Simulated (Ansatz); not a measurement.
Input for Ansatz (a program for electronic structure): R-RI-MP2/cc-pV(Q+d)Z on BCl3 (SMILES ClB(Cl)Cl). The basis file is the Basis Set Exchange's JSON of that set.

Ansatz 0.2 input:
```yaml
crystal:
  periodic: [false, false, false]
  atoms:
    - {symbol: B, position_ang: [-0.00000039, 0.00000000, 0.00000000]}
    - {symbol: Cl, position_ang: [1.74516755, -0.00000000, -0.00000000]}
    - {symbol: Cl, position_ang: [-0.87258358, 1.51136214, -0.00000000]}
    - {symbol: Cl, position_ang: [-0.87258358, -1.51136214, -0.00000000]}
basis:
  gaussian:
    orbitals: cc-pV_Q+d_Z.json
    fitting: {mean_field: def2-universal-JKFIT, correlation: cc-pVQZ-RIFIT.json}
magnetization: {spin_polarized: false}
correlation: {method: mp2, electrons: outside_noble_gas}
scf: {lower_state_search: off}
```

Give the final energy of this run.

-1404.1138 hartree.
